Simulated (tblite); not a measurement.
Species: C2H8O3Si2.
Bonds: C1–O2, O2–C3, C3–O4 (double), C3–Si5, Si5–O6, O6–Si7. Hydrogens: H8, H9, H10 on C1; H11, H12 on Si5; H13, H14, H15 on Si7.

Computed with GFN2-xTB (tblite), gas phase: L-BFGS steps from a force-field or distance-geometry start until the largest atomic force falls under 0.01 eV/Å.

Step 91: E = -656.4978 eV
```
atom  x, y, z in Å  |  force x, y, z in eV/Å
C1     -3.1585   -0.2932   -0.0357    0.009   0.006  -0.006
O2     -1.9784    0.4840   -0.2348   -0.001   0.026  -0.013
C3     -0.8022   -0.1468   -0.3509    0.007  -0.003  -0.002
O4     -0.6824   -1.3467   -0.2870   -0.005  -0.006   0.025
Si5     0.6354    1.0868   -0.6722   -0.004  -0.014  -0.005
O6      1.9661    0.5060    0.0167    0.005   0.002   0.013
Si7     3.0672   -0.4285    0.7716    0.002  -0.015   0.011
H8     -3.5824   -0.0402    0.9366    0.019  -0.004   0.000
H9     -2.9117   -1.3556   -0.0744    0.017   0.005   0.006
H10    -3.8669   -0.0405   -0.8242    0.002   0.002  -0.008
H11     0.8827    1.1393   -2.1115   -0.014   0.020  -0.005
H12     0.3564    2.3695   -0.0393   -0.049  -0.005  -0.008
H13     4.2949    0.3600    0.6872    0.012   0.006   0.003
H14     3.1607   -1.6883    0.0447   -0.005  -0.015   0.000
H15     2.6146   -0.5978    2.1511    0.004  -0.006  -0.012
```

Step 92: E = -656.4981 eV
```
atom  x, y, z in Å  |  force x, y, z in eV/Å
C1     -3.1592   -0.2932   -0.0369    0.011   0.009  -0.005
O2     -1.9801    0.4843   -0.2395    0.008   0.028  -0.015
C3     -0.8032   -0.1468   -0.3507    0.005  -0.008   0.007
O4     -0.6833   -1.3463   -0.2792   -0.003   0.001   0.020
Si5     0.6351    1.0861   -0.6718   -0.016   0.001  -0.002
O6      1.9634    0.5073    0.0225    0.026  -0.009   0.022
Si7     3.0683   -0.4281    0.7713   -0.003  -0.015   0.011
H8     -3.5817   -0.0390    0.9358    0.022  -0.010  -0.003
H9     -2.9107   -1.3552   -0.0758    0.011   0.002   0.013
H10    -3.8690   -0.0420   -0.8243   -0.003   0.004  -0.013
H11     0.8860    1.1391   -2.1100   -0.014   0.017  -0.012
H12     0.3551    2.3698   -0.0410   -0.050  -0.009  -0.009
H13     4.2965    0.3598    0.6850    0.004   0.004   0.004
H14     3.1599   -1.6865    0.0410   -0.004  -0.012   0.001
H15     2.6184   -0.6014    2.1516    0.008  -0.003  -0.019
```

Question: Estimate the geometry and energy of step 93. (The exact step hangs on the optimiser's Hessian estimate; all steps are aligned on step 92, rigid shifts and turns removed.)

Answer: E = -656.4989 eV, largest force 0.063 eV/Å
```
atom  x, y, z in Å  |  force x, y, z in eV/Å
C1     -3.1635   -0.2916   -0.0431    0.020   0.018  -0.014
O2     -1.9848    0.4843   -0.2551    0.037   0.007  -0.017
C3     -0.8064   -0.1493   -0.3464   -0.014  -0.020   0.030
O4     -0.6875   -1.3474   -0.2495   -0.007   0.036   0.006
Si5     0.6335    1.0811   -0.6683   -0.018   0.029   0.009
O6      1.9577    0.5092    0.0385    0.051  -0.025   0.028
Si7     3.0753   -0.4266    0.7699   -0.011  -0.007   0.005
H8     -3.5824   -0.0330    0.9306    0.033  -0.025  -0.016
H9     -2.9122   -1.3531   -0.0814   -0.009   0.002   0.030
H10    -3.8761   -0.0429   -0.8286   -0.006   0.005  -0.013
H11     0.8916    1.1403   -2.1044   -0.014   0.002  -0.023
H12     0.3493    2.3670   -0.0434   -0.051  -0.010  -0.005
H13     4.3039    0.3627    0.6763   -0.025  -0.005   0.006
H14     3.1624   -1.6806    0.0311    0.000  -0.011  -0.001
H15     2.6349   -0.6122    2.1519    0.015   0.006  -0.025
```

The energy changes by -0.0008 eV. The first-order estimate −F·Δx gives -0.0012 eV and the mean of the old and new forces, exact on a quadratic surface, -0.0007 eV. The step makes an angle of 76° with the force vector and moves no atom by more than 0.030 Å.

What follows is the cost of the whole relaxation. On one thread, Arm Neoverse N1 (aarch64), no GPU, shared host with 64 logical CPUs at a one-minute load of 58, this took 2.0 s of wall time.
